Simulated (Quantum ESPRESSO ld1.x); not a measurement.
Results of a calculation; reference values are marked as such.
Q: Coherent X-ray form factor from a spherical all-electron density. Level of theory: scalar-relativistic Kohn-Sham, LDA (Slater exchange, Perdew-Zunger correlation), spin-polarised, spherical densities, point nucleus (ld1.x of Quantum ESPRESSO 7.5).

| sin(theta)/lambda (1/angstrom) | f0 (electrons) |
|---|---|
| 0.05 | 1.983 |
| 0.1 | 1.933 |
| 0.15 | 1.854 |
| 0.2 | 1.752 |
| 0.25 | 1.634 |
| 0.3 | 1.506 |
| 0.4 | 1.245 |
| 0.5 | 1.002 |
| 0.6 | 0.795 |
| 0.8 | 0.494 |
| 1 | 0.309 |
| 1.25 | 0.178 |
| 1.5 | 0.107 |
| 2 | 0.044 |

The species is in the configuration that NIST lists as its ground one. Which atom or ion scatters so?

A: The lithium ion Li+, [He]. Extrapolating in s^2 from the first two rows gives f0(0) = 2.0, near the electron count 2; among species with that count, the fall with angle is slower the higher Z, and the table is that of Z = 3; from so few rows the species is fixed only to a neighbour or two.
